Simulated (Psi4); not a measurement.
C4H5 (SMILES [CH2]C#CC), doublet (typed; the unrestricted solution is spin-contaminated), geometry from GFN2-xTB. Base run: Psi4 1.11 with MP2/def2-SV(P).

The Psi4 input:
```
memory 2 GB

molecule mol {
0 2
  C    -0.016699   -0.144733    2.054516
  C    -0.005726   -0.050217    0.705697
  C     0.004207    0.034133   -0.513104
  C     0.015858    0.137252   -1.950679
  H    -0.945061   -0.199820    2.594000
  H     0.902734   -0.165853    2.611411
  H    -0.000598    1.187288   -2.252760
  H     0.917223   -0.323779   -2.357243
  H    -0.860138   -0.356451   -2.373990
}

set basis def2-sv(p)
set reference uhf

energy('mp2')
print_variables()
```

Variants of this job, named by their change:

| change | ΔE vs base (kcal/mol) | MP2 correlation (Eh) | basis functions | core-seconds (rough) | outcome |
|---|---|---|---|---|---|
| base | 0.000 | -0.46507 | 66 | 3 | converged |
| method = mp2.5 | -10.21 | -0.46507 | 66 | 7 | converged |
| freeze_core = on | 6.82 | -0.45420 | 66 | 4 | converged |
| puream = on | 0.000 | -0.46507 | 66 | 5 | converged |
| method = cisd | - | - | - | - | input refused |
| method = lccd | -33.22 | -0.46529 | 66 | 30 | converged |
| method = ccsd(t) | -42.86 | -0.46529 | 66 | 200 | converged |
| cc_type = df | 0.000 | -0.46507 | 66 | 3 | converged |
| method = scs-mp2 | 5.76 | -0.46529 | 66 | 5 | converged |
| scf_type = pk; mp2_type = conv | -0.162 | -0.46529 | 66 | 6 | converged |

Open shells are given as the SCF converged; they aren't shown to be the lowest states, and a large step between rows can be another state.

- method = cisd: ended with `psi4.driver.p4util.exceptions.MissingMethodError: Method=cisd is not available for any derivative level under conditions CI_TYPE=CONV, REFERENCE=UHF, FREEZE_CORE=FALSE, QC_MODULE=(auto). See https://psicode.org/psi4manual/master/introduction.html#ss-cisd. Or d`
